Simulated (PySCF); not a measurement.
Si(I)2(OH)2 (H2I2O2Si), SMILES O[Si](I)(O)I.

The structure is a stationary point at PBE-D3(BJ)/def2-SVP. This is a generated structure with no PubChem entry under its InChIKey; it may be hypothetical. The def2 effective core potentials stand for the cores of I; spin–orbit coupling is left out. Other conformers were not sampled.

All values below come from CAM-B3LYP/def2-TZVP (PySCF).

Gas-phase values at a fixed geometry.

total energy: -1036.79357 hartree
point group: C2
highest occupied level: -8.94 eV
lowest empty level: -0.35 eV
orbital gap: 8.59 eV
dipole moment: 1.37 D
quadrupole, principal values (traceless, Buckingham form, about the centre of nuclear charge): -10.14, 4.01, 6.13 D·Å
mean static polarisability: 92.0 bohr³ (13.63 Å³)
polarisability, principal values: 71.6, 84.2, 120.1 bohr³
